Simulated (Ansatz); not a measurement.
Job for Ansatz (a program for electronic structure): U-CCSD(T)/def2-TZVPP on NaS-, 2S+1 = 3, a spin state set in the input, which need not be the lowest, a point of a bond scan (R = 2.631 Å). Charge -1.

Ansatz 0.2 input:
```yaml
crystal:
  periodic: [false, false, false]
  atoms:
    - {symbol: Na, position_ang: [0.00000000, 0.00000000, 0.00000000]}
    - {symbol: S, position_ang: [0.00000000, 0.00000000, 2.63051200]}
basis:
  gaussian:
    orbitals: def2-TZVPP
total_charge: -1
magnetization: {spin_polarized: true, initial_magnetization: 2}
correlation: {method: ccsd_t, electrons: valence}
output: {orbitals: {seedname: ./end}}
```

The log:

```
WARN ansatz: RAYON_NUM_THREADS=1 ignored (pool sized by the plan → 1); use --threads N
Functional definition: HF
integrals: 0.07 GiB planned
522 factors; integrals over basis functions are off by at most 1.4e-3 eV
mean field: 0.14 GiB planned
mean field evaluation 1: about -15218.5278 eV, gradient 1.6e1 eV
mean field evaluation 2: about -15218.5294 eV, gradient 1.6e1 eV
mean field evaluation 4: about -15222.3881 eV, gradient 3.8e0 eV
mean field evaluation 8: about -15222.8121 eV, gradient 3.3e-1 eV
mean field evaluation 16: about -15218.5238 eV, gradient 1.6e1 eV
mean field evaluation 32: about -15222.8153 eV, gradient 2.5e-6 eV
mean field evaluation 64: about -15222.4284 eV, gradient 4.4e-5 eV
mean field evaluation 96: about -15222.4284 eV, gradient 3.3e-3 eV
mean field evaluation 128: about -15218.1908 eV, gradient 6.1e0 eV
mean field evaluation 160: about -15222.4284 eV, gradient 9.5e-3 eV
mean field evaluation 192: about -15221.1486 eV, gradient 3.2e-2 eV
mean field evaluation 224: about -15221.0413 eV, gradient 1.9e-3 eV
mean field evaluation 256: about -15220.5839 eV, gradient 9.2e-2 eV
mean field evaluation 288: about -15219.9492 eV, gradient 1.2e-1 eV
mean field evaluation 320: about -15219.3900 eV, gradient 4.4e0 eV
mean field evaluation 352: about -15219.7985 eV, gradient 2.5e-1 eV
mean field evaluation 384: about -15219.1892 eV, gradient 1.4e0 eV
mean field evaluation 416: about -15219.6897 eV, gradient 3.0e0 eV
mean field evaluation 448: about -15222.4054 eV, gradient 8.6e-1 eV
mean field evaluation 480: about -15220.5841 eV, gradient 2.4e-2 eV
mean field evaluation 512: about -15222.8153 eV, gradient 6.5e-4 eV
mean field evaluation 544: about -15219.4819 eV, gradient 5.3e-1 eV
mean field evaluation 576: about -15220.0522 eV, gradient 6.1e-4 eV
mean field -15222.81528633 eV, -559.4281433776 hartree, gradient 1.7e-6 eV, S^2 2.011031; 16 other end points of the search recorded, 0 dependent functions left out
determinant -15222.81528633 eV, -559.4281433776 hartree, with singles and doubles -15232.14180254 eV, -559.7708865267 hartree
determinant -15222.42844646 eV, -559.4139272748 hartree, with singles and doubles -15231.75937075 eV, -559.7568324178 hartree
determinant -15221.14862097 eV, -559.3668945554 hartree, with singles and doubles -15230.47095739 eV, -559.7094840999 hartree
determinant -15221.04129343 eV, -559.3629503410 hartree, with singles and doubles -15230.37672198 eV, -559.7060210128 hartree
determinant -15220.58407495 eV, -559.3461478721 hartree, with singles and doubles -15229.91857901 eV, -559.6891845691 hartree
determinant -15220.05220943 eV, -559.3266021745 hartree, with singles and doubles -15229.50292627 eV, -559.6739096125 hartree
determinant -15219.97311888 eV, -559.3236956507 hartree, with singles and doubles -15229.18990648 eV, -559.6624063473 hartree
determinant -15219.79423202 eV, -559.3171216796 hartree, with singles and doubles -15229.24494320 eV, -559.6644289098 hartree
determinant -15219.48441635 eV, -559.3057361640 hartree, with singles and doubles -15228.87846634 eV, -559.6509611335 hartree
determinant -15222.81528633 eV, -559.4281433776 hartree, with singles and doubles -15232.14538388 eV, -559.7710181386 hartree
determinant -15222.42844646 eV, -559.4139272748 hartree, with singles and doubles -15231.76415718 eV, -559.7570083157 hartree
6 core orbitals not correlated
reference -15222.81528633 eV, -559.4281433776 hartree; 9, 7 occupied and 59, 61 virtual orbitals, 522 factors
second order -8.59890469 eV of doubles, -0.00000000 eV of singles
coupled cluster: 0.26 GiB planned
cycle   1  -9.33009869 eV  change   -1.1e-6 eV  update   1.9e-6
perturbative correction -0.25264748 eV, -0.0092846237 hartree
Total energy: -15232.39803249 eV, -559.7803028040 hartree
```

Self-consistency was reached.

Cost: very roughly 50 core-seconds.
